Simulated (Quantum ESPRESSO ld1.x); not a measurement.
Task: Radial electron density D(r) = 4 pi r^2 rho(r) of an atom or ion with 12 electrons. Calculated with ld1.x of Quantum ESPRESSO 7.5: Dirac Kohn-Sham, LDA (Slater exchange, Perdew-Zunger correlation), spin-unpolarised, spherical densities, point nucleus.

```
   r/bohr * D(r) (the largest magnitude, 14.6, reaches the edge; | marks zero)
 0.009014 |   *
  0.01146 |      *
  0.01457 |         *
  0.01867 |             *
  0.02373 |                   *
  0.03017 |                           *
  0.03835 |                                   *
  0.04915 |                                            *
  0.06248 |                                                   *
  0.07942 |                                                      *
    0.101 |                                                    *
   0.1294 |                                            *
   0.1645 |                                    *
   0.2091 |                               *
   0.2658 |                                  *
   0.3406 |                                          *
    0.433 |                                               *
   0.5505 |                                           *
   0.6998 |                               *
   0.8968 |                 *
     1.14 |       *
    1.449 |    *
    1.842 |   *
    2.361 |  *
    3.001 | *
    3.815 |*
     4.85 *
    6.216 *
    7.901 *
```

What is the nuclear charge?

Result: Z = 13. The innermost maximum, from 1s, lies near gamma/Z bohr with gamma = sqrt(1 - (Z/c)^2) = 0.995, here 0.0766 bohr (found: 0.0807), and its height grows with Z. The density is that of the aluminium ion Al+ in [Ne] 3s2; the configuration itself is not fixed sharply by these data, and Z only to about a unit. D(r) has 2 maxima, at r = 0.0807, 0.447 bohr, and minima at 0.216 bohr, inside which lie 2.21 electrons.
